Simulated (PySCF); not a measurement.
Positional isomers: silole methyl+methyl+methyl+methyl. Isolated molecules, 0 K electronic values unless said otherwise. Strings in code marks are SMILES.

Level of theory: PBE-D3(BJ)/def2-TZVP // B3LYP-D3(BJ)/def2-SVP in PySCF. Excitations are Tamm–Dancoff values on a coarser integration grid. The basis has no diffuse functions, so Rydberg states are missing or too high.

| species | S1 oscillator strength | S1–T1 gap (TDA) (eV) | LUMO (eV) |
|---|---|---|---|
| `CC1=C(C)C(C)=C(C)[SiH2]1` | 0.107 | 1.51 | -1.83 |
| `CC1=CC=C(C)[Si]1(C)C` | 0.148 | 1.67 | -1.87 |
| `C1(C)=CC(C)=C[Si]1(C)C` | 0.092 | ___ | -1.86 |
| `CC1=C[Si](C)(C)C=C1C` | 0.050 | ___ | ___ |

Task: Some entries are withheld; supply them.

Result: 
- `C1(C)=CC(C)=C[Si]1(C)C`, S1–T1 gap (TDA) (eV): 1.64
- `CC1=C[Si](C)(C)C=C1C`, S1–T1 gap (TDA) (eV): 1.65
- `CC1=C[Si](C)(C)C=C1C`, LUMO (eV): -1.92
